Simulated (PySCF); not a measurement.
Sn(F)(OMe) (CH3FOSn), SMILES [O]([Sn][F])C (connectivity only; charge and spin as stated), neutral, multiplicity 1. Atoms are numbered in the order given.

```xyz
7

Sn     0.2379    -0.6118     0.0000
F     -1.7150    -0.3004     0.0000
O      0.7235     1.3258     0.0000
C     -0.1708     2.4162     0.0000
H      0.0024     3.0481    -0.8909
H      0.0024     3.0481     0.8909
H     -1.2273     2.0953     0.0000
```
Charge 0, spin multiplicity 1.

Coordinates come from a B3LYP-D3(BJ)/def2-SVP optimisation. The def2 effective core potentials stand for the cores of Sn; spin–orbit coupling is left out. The values are those of a single conformer.

All values below come from PySCF with CAM-B3LYP/def2-TZVPD.

Mulliken values depend strongly on the basis, most of all with diffuse functions as here. ESP charges are fitted to the potential on shells at 1.4 to 2.0 van der Waals radii. Atomic charges (e):

| atom | ESP fit | Mulliken |
|---|---|---|
| Sn1 | 0.59 | 0.99 |
| F2 | -0.36 | -0.59 |
| O3 | -0.46 | -0.62 |
| C4 | 0.23 | -0.53 |
| H5 | -0.01 | 0.24 |
| H6 | -0.01 | 0.24 |
| H7 | 0.01 | 0.28 |
